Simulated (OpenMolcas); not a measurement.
Computed levels of 4s² 4p in ions with 31 electrons, in cm-1 above ²P°_1/2.

```json
{
 "Program": "OpenMolcas",
 "Method": "SS-CASPT2, IPEA 0.25 Eh, imaginary shift 0.1 Eh",
 "Basis": "ANO-RCC-VTZP",
 "Scalar Hamiltonian": "DKH2, point nucleus",
 "Spin-orbit coupling": "state interaction with AMFI integrals over the reference wave functions, term energies averaged over their components"
}
```

Active space for each ion: 3 electrons in 4 orbitals (4s 4p); closed shells correlated by CASPT2: 3d.

```csv
Level,As2+,Se3+,Kr5+
²P°_3/2,2610,3900,7350
```

Q: Estimate ²P°_3/2 for Br4+ from its neighbours Se3+ and Kr5+.

A: ²P°_3/2 is fine structure, which grows about as the fourth power of a screened charge, so the fourth roots are averaged: ((3900^0.25 + 7350^0.25) / 2)^4 = 5422. The calculation gives 5520, so the estimate is off by -1.8 %; the measured value is 6090 (Moore, Atomic Energy Levels, vol. II, NSRDS-NBS 35 (1971 reprint of NBS Circular 467, 1952)).

Over all roots computed the reference weight is 0.89 to 0.99 in As2+, 0.90 to 0.99 in Se3+, 0.90 to 0.99 in Br4+, 0.91 to 0.99 in Kr5+; the roots of lowest weight are the least certain, and an intruder state may touch them. Computed and measured levels are paired by configuration, term and J; levels that our copy of the source lacks, or whose pairing is in doubt (as where it misses far off the trend of its configuration), stay unpaired and out of the deviations. Levels of configurations outside the active space are missing.

° marks odd parity.
